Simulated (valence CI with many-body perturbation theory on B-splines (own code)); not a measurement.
## Questions on Mn¹⁰⁺

Level of theory: relativistic CI+MBPT: five valence electrons over a frozen Dirac-Fock core [Ne], radial functions for each j: 11 s, 11 p, 10 d, 8 f, 5 g, 2 h, with the one-electron correlation potential Σ1 (screened to all orders), the two-electron term Σ2, the three-electron term Σ3, Breit, model QED; selected single and double excitations, second order for the rest, scaled by the run's own slope (own B-spline code, finite nucleus).

No measured levels were compared; by estimate levels of excited configurations hold to 0.05 to 0.15 % of their energy, terms of the ground configuration to about 0.5 %. Among the levels kept, up to 3200 cm⁻¹ of a level comes from second order outside the variational space, and about a tenth of that is noise between levels of different J, which matters for small intervals.

Rates and lifetimes use the calculated energies. Strong lines usually hold to 10 to 20 %, long lifetimes can be off by a factor of two.

(1) What is the ground level?

(2) How well does LS coupling describe the low levels?

(3) Name the longest-lived excited levels whose lifetime is computed, and their main decay.

(4) Among levels below 992670 cm⁻¹, which E1 lines absorb most strongly from the ground level?

(5) Where does the other parity begin?

Answers

(1) 3s²3p³ ⁴S°_3/2, composition 95 % 3s²3p³ ⁴S° + 2 % 3s3p³3d ⁴S° + 2 % 3s²3p³ ²P°, g = 1.987.

(2) Among the lowest 20 levels the leading LS term, summed over configurations, holds 91 % on average. For single configurations the figures are 81 % in LS and 58 % in jj coupling. Terms mix most in the J = 7/2 level at 415150 cm⁻¹, where the leading one holds 53 %.

(3) 3s²3p³ ²D°_5/2 at 42942 cm⁻¹ lives 726 ms, mostly by M1 to 3s²3p³ ⁴S°_3/2; 3s²3p³ ²D°_3/2 at 39619 cm⁻¹ lives 36.2 ms, mostly by M1 to 3s²3p³ ⁴S°_3/2; 3s²3p³ ²P°_1/2 at 69282 cm⁻¹ lives 6.29 ms, mostly by M1 to 3s²3p³ ⁴S°_3/2. The lifetime of 3s²3p²3d ⁴F_9/2 is too uncertain to give, and may be longer. The lifetime of 3s²3p²3d ²G_9/2 is too uncertain to give, and may be longer.

(4) to 3s²3p²3d ⁴P_5/2 at 20.94 nm, f = 0.768; to 3s²3p²3d ⁴P_3/2 at 20.79 nm, f = 0.516; to 3s²3p²3d ⁴P_1/2 at 20.69 nm, f = 0.257.

(5) At 3s3p⁴ ⁴P_5/2, 253970 cm⁻¹.
